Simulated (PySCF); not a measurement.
29Si chemical shifts

How the numbers were obtained: σ from GIAO-PBE0/pcSseg-1, geometry: GFN2-xTB, in PySCF 2.14 (relativity neglected, gas phase, averaged over atoms made equivalent by symmetry, fast rotation or ring inversion, one conformer).

Shieldings were converted by a linear fit to measured shifts: 29Si: δ = 279.94 − 0.822σ (rms 8.9 ppm, 72 shifts, 25.8 ppm with the 6 outliers that the fit left out vs TMS, solution or neat liquid). A few per cent of atoms miss by over 2 rms, more outside the fitted compound classes.

Question: Give the 29Si shifts of `C[SiH2][SiH2]/C(=C\F)[SiH2]C#N`, `C[C@@H](Cl)[SiH2]C#C[SiH3]`, `C=N[Si@@]1(C[SiH3])CCN1`, `C=N[C@H]([SiH3])C(=C=O)C=O`, `N#C[C@@H]1CO[SiH2]CC1=O`, `CC1=NN([SiH3])C[C@@H]1[SiH3]`.

Answer: 
```tsv
compound	environment	δ (ppm)
[CH3:1][SiH2:2][SiH2:3]/[C:4](=[CH:5]\[F:6])[SiH2:7][C:8]#[N:9]	Si7: silicon bonded to 2 C, 2 H	-65.7
[CH3:1][SiH2:2][SiH2:3]/[C:4](=[CH:5]\[F:6])[SiH2:7][C:8]#[N:9]	Si2: silicon bonded to C, Si, 2 H	-66.3
[CH3:1][SiH2:2][SiH2:3]/[C:4](=[CH:5]\[F:6])[SiH2:7][C:8]#[N:9]	Si3: silicon bonded to C, Si, 2 H	-78.5
[CH3:1][C@@H:2]([Cl:3])[SiH2:4][C:5]#[C:6][SiH3:7]	Si4: silicon bonded to 2 C, 2 H	-58.2
[CH3:1][C@@H:2]([Cl:3])[SiH2:4][C:5]#[C:6][SiH3:7]	Si7: silicon bonded to C, 3 H	-88.5
[CH2:1]=[N:2][Si@@:3]1([CH2:4][SiH3:5])[CH2:6][CH2:7][NH:8]1	Si3: silicon bonded to 2 C, 2 N, in a 4-membered ring	-9.0
[CH2:1]=[N:2][Si@@:3]1([CH2:4][SiH3:5])[CH2:6][CH2:7][NH:8]1	Si5: silicon bonded to C, 3 H	-71.8
C=N[C@H]([SiH3])C(=C=O)C=O	silicon bonded to C, 3 H	-53.8
N#C[C@@H]1CO[SiH2]CC1=O	silicon bonded to C, O, 2 H, in a 6-membered ring	-12.6
[CH3:1][C:2]1=[N:3][N:4]([SiH3:5])[CH2:6][C@@H:7]1[SiH3:8]	Si5: silicon bonded to N, 3 H	-54.3
[CH3:1][C:2]1=[N:3][N:4]([SiH3:5])[CH2:6][C@@H:7]1[SiH3:8]	Si8: silicon bonded to C, 3 H	-63.9
```

Question: Match the shifts 29.2, -8.4, -57.3 ppm to `C=C[C@@H](C=O)O[SiH2]C#N`, `CCCCS[Si](C)(Cl)Cl`, `C=C[Si@@H]1OC[C@@H](C#N)O1`.

Answer: 29.2: CCCCS[Si](C)(Cl)Cl (silicon bonded to C, 2 Cl, S); -8.4: C=C[Si@@H]1OC[C@@H](C#N)O1 (silicon bonded to C, 2 O, H, in a 5-membered ring); -57.3: C=C[C@@H](C=O)O[SiH2]C#N (silicon bonded to C, O, 2 H).
